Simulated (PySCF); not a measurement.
B(AsH2)(F)(H) (AsBFH₃), SMILES B(F)[AsH2].

The structure is a stationary point at PBE-D3(BJ)/def2-TZVP.

The numbers are results of TDDFT-CAM-B3LYP/def2-SVPD (PySCF), not measurements.

Vertical excitations. The molecule is in vacuum.

| state | energy (eV) | λ (nm) | f | main pairs |
|---|---|---|---|---|
| S1 | 4.97 | 249 | 0.027 | HOMO→LUMO 83 %, HOMO−1→LUMO 14 % |
| S2 | 6.40 | 194 | 0.043 | HOMO−1→LUMO 78 %, HOMO→LUMO 12 % |
| S3 | 6.45 | 192 | 0.033 | HOMO→LUMO+1 65 %, HOMO→LUMO+2 26 % |
| S4 | 6.80 | 182 | 0.086 | HOMO→LUMO+2 64 %, HOMO→LUMO+1 26 % |
| S5 | 7.63 | 163 | 0.222 | HOMO→LUMO+3 48 %, HOMO→LUMO+4 37 % |
| S6 | 7.94 | 156 | 0.030 | HOMO−2→LUMO 45 %, HOMO−1→LUMO+1 26 %, HOMO→LUMO+3 12 %, HOMO→LUMO+4 9 % |
| S7 | 8.02 | 155 | 0.026 | HOMO−2→LUMO 28 %, HOMO→LUMO+4 26 %, HOMO→LUMO+3 24 %, HOMO−1→LUMO+2 11 % |
| S8 | 8.23 | 151 | 0.054 | HOMO−1→LUMO+1 57 %, HOMO−2→LUMO 17 %, HOMO→LUMO+4 10 % |
| S9 | 8.57 | 145 | 0.077 | HOMO−1→LUMO+2 70 % |
| S10 | 8.98 | 138 | 0.062 | HOMO→LUMO+5 55 %, HOMO−1→LUMO+3 14 %, HOMO→LUMO+6 12 % |
| T1 | 4.18 | 297 | 0 | HOMO→LUMO 90 % |
| T2 | 5.67 | 219 | 0 | HOMO−1→LUMO 75 %, HOMO→LUMO+2 12 % |
| T3 | 5.72 | 217 | 0 | HOMO→LUMO+2 44 %, HOMO→LUMO+1 37 % |
| T4 | 6.23 | 199 | 0 | HOMO→LUMO+1 37 %, HOMO→LUMO+2 30 %, HOMO→LUMO+4 12 %, HOMO−1→LUMO 11 % |
Triplets are in the Tamm–Dancoff approximation, which puts them higher than full response would, so one can lie above its singlet here.
